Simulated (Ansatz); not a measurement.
Reaction (atomization): `N[SiH]1[SiH2]O[SiH2]1` → 7 H• + N• + O• + 3 Si•

Program: Ansatz. Geometries: PBE0-D4/def2-TZVP. ΔE: electronic, gas phase. CCSD(T)/CBS adds triple-zeta CCSD(T) − MP2 to the extrapolated MP2 energy (def2 sets, frozen cores). This one scheme is used for every species, atoms too. Functionals use def2-TZVPP. B3LYP here is the variant with VWN-RPA as its local correlation; programs differ in this. HSE06 is defined as in plane-wave codes. No spin–orbit coupling; open shells (•) take unrestricted orbitals. Spin–orbit coupling would lower the free atoms: a little for O, Si. Each species was taken in one conformer, which may not be the lowest.

| level | ΔE (kcal/mol) |
| --- | --- |
| B3LYP-D4 | 962.1 |
| r2SCAN0-D4 | 948.9 |
| HSE06-D4 | 954.6 |
| ωB97X-V | 973.2 |
| r2SCAN | 961.0 |
| r2SCANh | 955.1 |
| MP2/def2-TZVPP | 942.2 |
| HF/def2-QZVPP | 693.1 |

(1) What does CCSD(T)/CBS give? (Best estimate.)

Largest T1 diagnostic among the species: 0.013.

Results:

(1) Computed: +966.2 kcal/mol. The listed levels differ from it by -4.1, -17.3, -11.6, 7.0, -5.2, -11.1, -24.0, -273.1 kcal/mol.

Leaving LDA and LC-ωPBE aside and taking each functional with its dispersion term where it has one, the values, not all of them listed here, spread over 32.1 kcal/mol, from BHLYP-D4 to ωB97X-V. LDA lies +127.8 kcal/mol from PBE without D4, its usual overbinding. At CCSD(T), def2-SVP lies −88.7 kcal/mol from the extrapolated value and def2-TZVPP −32.0 kcal/mol: correlation converges slowly with the basis, and small sets miss more of it in the bonded molecule than in its fragments. From BLYP to BHLYP (50 % exact exchange), in def2-TZVPP and without D4, ΔE moves by −10.5 kcal/mol: exact exchange takes away binding that semilocal exchange gives to molecules.

For atomizations the MP2-based limit and the directly extrapolated one differ by several kJ/mol either way, and by 10 to 25 for some Ge, Se and Sn compounds, so smaller differences from it don't rank the levels.
